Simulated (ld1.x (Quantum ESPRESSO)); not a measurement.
**Before and after: TM potential for fluorine (F)**

fluorine (F), norm-conserving Troullier–Martins (Kleinman–Bylander form), made with ld1.x (Quantum ESPRESSO) 7.5 (LDA (PZ), scalar-relativistic). Core [He], reference 2s2 2p5. Waves: 2p (bound): rc 0.95 bohr; 3d channel at 0.4 Ry: rc 0.90 bohr; 2s (bound): rc 0.85 bohr. Local part: the s channel. Core correction: none.

Change: wave 2s (bound): rc 0.85 bohr becomes 2s (bound): rc 0.92 bohr.

Cutoffs: the cutoffs (Ry, on a coarse ladder) from which the occupation-weighted sum of valence levels, in a spherical-Bessel basis at the reference potential, stays within 10 and 1 mRy of its value at 400 Ry; they do not see the model core or the augmentation charge, which bear on the density cutoff. Errors are all-electron minus pseudo energies relative to the spin-unpolarised reference configuration.

Q: What does the change do?

A: The potential gets neither clearly harder nor softer (140 Ry and 230 Ry → 140 Ry and 230 Ry); of the 9 tests that both files solve, the error grows in 3 and shrinks in 0 by more than 15 % and 0.3 meV (median size 33.0 → 33.0 meV); neither file shows a bound ghost. More of the atom is replaced by a form fitted at one configuration, so other configurations suffer.

```csv
quantity,base,changed
"cutoff, loose",140 Ry,140 Ry
"cutoff, tight",230 Ry,230 Ry
loose cutoff by channel (10 mRy a level),"p 110 Ry, s 80 Ry","p 110 Ry, s 70 Ry"
bound ghosts,none,none
"error for 2s2 2p4, meV [ΔE 19.56 eV]",+3.0,+5.8
"error for 2s2 2p3, meV [ΔE 58.07 eV]",+42,+58
"error for 2s2 2p2, meV [ΔE 118.80 eV]",+204,+250
"error for 2s1 2p5, meV [ΔE 38.21 eV]",+6.0,+6.7
"error for 2s1 2p6, meV [ΔE 18.39 eV]",+20,+23
"error for 2s2 2p1, meV [ΔE 204.67 eV]",+675,+771
"error for 2s2 2p5.3, meV [ΔE -2.73 eV]",+0.4,+0.5
"error for 2s2 2p5 (spin-polarised), meV [ΔE -0.38 eV]",+33,+33
"error for 2s2 2p4 (spin-polarised), meV [ΔE 17.72 eV]",+173,+176
s: phases at 1.05 bohr within 0.05 rad from the reference energy up to (Ry; the scan ends near 5),to the end of the scan,to the end of the scan
p: phases at 1.05 bohr within 0.05 rad from the reference energy up to (Ry; the scan ends near 5),to the end of the scan,to the end of the scan
d: phases at 1.05 bohr within 0.05 rad from the reference energy up to (Ry; the scan ends near 5),to the end of the scan,to the end of the scan
```
